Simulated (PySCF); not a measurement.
All values below come from PySCF with ωB97X-D3(BJ)/def2-TZVP // PBE0-D3(BJ)/def2-TZVP. All species are isolated molecules in the gas phase. One relaxed conformer stands for a flexible species; it need not be the lowest. 

Reference species (SMILES): `C=NC` (neutral, multiplicity 1).

| Property | Result |
|---|---|
| S1 oscillator strength | 0.002 |
| HOMO–LUMO gap | 11.92 eV |

Changed species: `NC=C`.

Task: Give the shifts of the S1 oscillator strength and HOMO–LUMO gap.

Result: the S1 oscillator strength hardly moves; the HOMO–LUMO gap decreases by 0.53 eV, to 11.39 eV.
